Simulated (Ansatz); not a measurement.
BrNa (`[Na][Br]`). Charge 0, multiplicity 1.

```csv
atom,x (Å),y (Å),z (Å)
Na1,0.933,0.507,0.667
Br2,-0.933,-0.507,-0.667
```

(1) What are the harmonic wavenumbers in cm⁻¹ at PBE0-D4/def2-TZVP (Ansatz, finite differences of forces, unscaled)? (Estimate.)

(2) Is this a minimum?

(3) Give the ideal-gas thermochemistry at 298.15 K and 1 bar (rigid rotor, harmonic oscillator; point group C∞v, symmetry number 1).

(4) And at 400, 500, 600, 800 and 1000 K?

Results:

(1) Ansatz gave: 296.

(2) Yes, all 1 modes are real.

(3) Zero-point energy 1.8 kJ/mol; H(298) − E = 11.6 kJ/mol; entropy 241.1 J/(mol·K), of which translation 166.6, rotation 68.4, vibration 6.0; G(298) − E = -60.3 kJ/mol.

(4) 
```csv
T (K),H − E (kJ/mol),S (J/mol/K),G − E (kJ/mol)
400,15.3,251.8,-85.4
500,19.0,260.0,-111.0
600,22.7,266.7,-137.4
800,30.1,277.4,-191.9
1000,37.5,285.7,-248.2
```
